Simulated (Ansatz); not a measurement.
`[AlH2][O]C[SiH2]S` + H₂ → `C[O][AlH2]` + `[SiH3]S` at 400 K and 1 bar (hydrogenolysis of a C–Si bond).

Gas-phase electronic energies from Ansatz, PBE0-D4/def2-TZVP geometries. CCSD(T)/CBS adds triple-zeta CCSD(T) − MP2 to the extrapolated MP2 energy (def2 sets, frozen cores). This one scheme is used for every species. One conformer a species, not always the lowest.

```json
{"species": "`[AlH2][O]C[SiH2]S`", "CCSD(T)/CBS energy (Eh)": "-1046.35653", "H − E (kJ/mol)": "230.5", "S (J/(mol·K))": "437.7"}
{"species": "H₂", "CCSD(T)/CBS energy (Eh)": "-1.17544", "H − E (kJ/mol)": "38.0", "S (J/(mol·K))": "139.0"}
{"species": "`C[O][AlH2]`", "CCSD(T)/CBS energy (Eh)": "-358.26893", "H − E (kJ/mol)": "169.9", "S (J/(mol·K))": "320.8"}
{"species": "`[SiH3]S`", "CCSD(T)/CBS energy (Eh)": "-689.27336", "H − E (kJ/mol)": "109.8", "S (J/(mol·K))": "293.0"}
```

H − E and S are ideal-gas, rigid-rotor, harmonic terms from PBE0-D4/def2-TZVP, for one conformer and one mirror image of each species. For small species the MP2-based limit differs from directly extrapolated CCSD(T) by up to some mEh (0.8 for H₂); such offsets cancel only in part. 1 Eh = 2625.50 kJ/mol, R = 8.31446 J/(mol·K).

Problem. By hand: ΔE, ΔH, ΔS and ΔG.

Solution. ΔE = (-358.26893) + (-689.27336) − (-1046.35653) − (-1.17544) = -0.01032 Eh = -27.1 kJ/mol. Δ(H − E) = 169.9 + 109.8 − 230.5 − 38.0 = 11.2, so ΔH = -15.9 kJ/mol. ΔS = 320.8 + 293.0 − 437.7 − 139.0 = 37.1 J/(mol·K). ΔG = -15.9 − 400 × (37.1)/1000 = -30.7 kJ/mol.

Problem. By hand: the equilibrium constant, and the temperature at which ΔG would vanish if ΔH and ΔS stayed fixed.

Solution. log₁₀ K = −ΔG/(RT ln 10) = 4.0. ΔH and −TΔS have one sign here, so there is no such temperature.

TΔS isn't small against ΔH here. A doubt of 5 kJ/mol in ΔE shifts log₁₀ K by 0.7 here. Other conformers and mirror images would add mixing entropy, several J/(mol·K) or more a flexible species. Modes under 60 cm⁻¹, often nearly free rotors, make the harmonic entropy too high. These are equilibria of isolated gas molecules and say nothing of rates. Largest T1 diagnostic: 0.013 (customary marks: 0.02 for closed shells, 0.045 for open ones).
